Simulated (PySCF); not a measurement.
Electric field gradients and quadrupole coupling constants

Compound: C2H3N3Si.
Cartesian coordinates in Å at the PBE0-D3(BJ)/def2-SVP level; atoms count from 1:
```
atom  x, y, z in Å
N1     2.9277   -0.0780   -0.3244
C2     1.8126   -0.0187   -0.0138
Si3    0.0188    0.0337    0.4517
N4    -0.7727   -1.2710   -0.2992
C5    -0.5413    1.7199   -0.1092
N6    -0.9486    2.7458   -0.4649
H7    -0.1490   -0.0284    1.9207
H8    -1.6338   -1.6441    0.0828
H9    -0.6867   -1.4470   -1.2939
```

Field gradients from the PBE0/pcSseg-1 density (PySCF, non-relativistic), principal values in atomic units, ordered |Vxx| ≤ |Vyy| ≤ |Vzz|:

| atom | Vxx | Vyy | Vzz |
| --- | --- | --- | --- |
| N1 | 0.5535 | 0.6064 | -1.1599 |
| N4 | 0.3785 | 0.5819 | -0.9603 |
| N6 | 0.5745 | 0.5820 | -1.1565 |

Q: Find the asymmetry η = (Vxx − Vyy)/Vzz and the couplings χ = eQV/h (234.96 MHz × Q in barn × V in au), with Q(14N) = 0.02044 b.

A: 
| atom | environment | nucleus | η | χzz (MHz) | χxx (MHz) | χyy (MHz) |
| --- | --- | --- | --- | --- | --- | --- |
| N1 | cyano nitrogen | 14N | 0.05 | -5.57 | 2.66 | 2.91 |
| N4 | silicon-bound nitrogen | 14N | 0.21 | -4.612 | 1.818 | 2.795 |
| N6 | cyano nitrogen | 14N | 0.01 | -5.55 | 2.76 | 2.80 |

The gradient is axial or nearly so (η below 0.05) at N6. 

Q: What is Vzz at N1 in SI units (1 au = 9.71736 × 10²¹ V/m²)?

A: -1.1599 au = -11.271 × 10²¹ V/m².

Q: And the gradient at the other heavy atoms, for which no coupling is worked out here?

A: 
| atom | environment | Vzz (au) | η |
| --- | --- | --- | --- |
| C2 | cyano carbon | -0.430 | 0.01 |
| Si3 | SiH silicon | -0.382 | 0.76 |
| C5 | cyano carbon | -0.444 | 0.00 |

Q: What couplings would deuterons (Q(2H) = 0.00286 b) have in place of the hydrogens, at this geometry?

A: 
```tsv
atom	bonded to	bond length (Å)	Vzz (au)	η	χzz (kHz)
H7	Si3	1.480	0.1427	0.02	96
H8	N4	1.013	0.4082	0.18	274
H9	N4	1.014	0.4054	0.18	272
```

Geometry: PBE0-D3(BJ)/def2-SVP, one conformer, isolated molecule. These gradients aren't converged with respect to the basis.
